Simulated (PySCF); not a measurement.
Geometries of 2 isomers of CH4BrClSi, from PBE0-D3(BJ)/def2-SVP geometry optimisation, gas phase in PySCF. One conformer each, no zero-point energy, no frequencies.

Problem. Which isomer lies lower at this level?
A.
```xyz
8
angstrom
Cl    -1.701   -0.482    0.380
C     -0.491    0.838    0.400
Si     1.197    0.032    0.172
Br     2.746    1.635    0.183
H     -0.726    1.542   -0.411
H     -0.569    1.371    1.358
H      1.252   -0.669   -1.137
H      1.471   -0.898    1.299
```
B.
```xyz
8
angstrom
Si    -0.021   -0.250    0.232
C      1.851    0.055    0.069
Cl     2.738   -1.083    1.107
Br     2.241    1.909    0.518
H     -0.402   -0.040    1.655
H     -0.302   -1.654   -0.189
H     -0.737    0.703   -0.664
H      2.223   -0.083   -0.955
```

Solution. A. That is `ClC[SiH2]Br`, 38.2 kcal/mol below the other.

```json
{"SMILES": "ClC[SiH2]Br", "atoms numbered as above": "[Cl:1][CH2:2][SiH2:3][Br:4]", "E (Eh)": "-3363.21490", "relative (kcal/mol)": "0.0", "relative (kJ/mol)": "0.0", "dipole (D)": "0.50"}
{"SMILES": "[SiH3][C@H](Cl)Br", "atoms numbered as above": "[SiH3:1][C@H:2]([Cl:3])[Br:4]", "E (Eh)": "-3363.15400", "relative (kcal/mol)": "38.2", "relative (kJ/mol)": "159.9", "dipole (D)": "1.46"}
```
